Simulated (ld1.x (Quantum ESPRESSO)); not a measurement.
**Varying the TM potential for Si**

Base potential:

ld1.x (Quantum ESPRESSO) 7.5 input, shortened:

```
&input
   title='Si', zed=14., rel=0, dft='PBE', iswitch=3,
   config='[Ne] 3s1.75 3p2.25'
 /
 &inputp
   pseudotype=2, tm=.true., lloc=-2, rcloc=0.50,
   nlcc=.false.
 /
2
2S  1  0   2.00   0.00  0.75  0.75  0.0
2P  2  1   6.00   0.00  0.50  0.50  0.0
 &test
   configts(1)='2s2 2p6 3s1.75 3p2.25'
 /
```

Occupied shells without a wave of their own: 3p, 3s. They enter only through the test configuration that unscreens the potential.

Cutoffs, loose and tight: the cutoffs (Ry, on a coarse ladder) from which the occupation-weighted sum of valence levels, in a spherical-Bessel basis at the reference potential, stays within 10 and 1 mRy of its value at 400 Ry. They do not see the model core or the augmentation charge, which bear on the density cutoff. Test errors are all-electron minus pseudo excitation energies from the reference, over the configurations 2s2 2p6 3s2 3p2; 2s2 2p6 3s2 3p1; 2s2 2p6 3s2 3p0; 2s2 2p5 3s2 3p2; 2s2 2p6 3s2 3p1.5; 2s2 2p6 3s2 3p2.3; 2s2 2p6 3s0 3p0. A dash means not determined; rows that change the core or the reference have their own tests.

Cutoffs are not given where the Bessel-basis levels miss the radial ones by over 6 mRy, ghosts where they miss by over 20 mRy; a channel whose overlap is not positive is not tested.

```tsv
change	outcome	bound ghosts	largest test error (meV)
base	generated	none	-291
local potential all-electron potential smoothed inside 0.30 bohr (lloc = -2)	generated	none	-448
local potential all-electron potential smoothed inside 0.36 bohr (lloc = -2)	generated	none	-420
local potential all-electron potential smoothed inside 0.44 bohr (lloc = -2)	generated	none	-368
local potential all-electron potential smoothed inside 0.48 bohr (lloc = -2)	generated	none	-329
local potential all-electron potential smoothed inside 0.54 bohr (lloc = -2)	generated	none	-201
local potential all-electron potential smoothed inside 0.62 bohr (lloc = -2)	generated	none	+190
local potential all-electron potential smoothed inside 0.66 bohr (lloc = -2)	generated, misses its reference levels by 0.44 eV	none	+1787
local potential all-electron potential smoothed inside 0.74 bohr (lloc = -2)	generated, misses its reference levels by 0.25 eV	none	-402
local potential all-electron potential smoothed inside 0.78 bohr (lloc = -2)	generated, misses its reference levels by 0.18 eV	none	+396
local potential all-electron potential smoothed inside 0.86 bohr (lloc = -2)	generated	none	+656
```

Reading the sweep of the rcloc (base included, trends over the rows without a ghost): The median size of the test errors (rows with all tests solved) is not monotonic: lowest 29.3 meV at 0.62 bohr, highest 181.9 meV at 0.74 bohr.
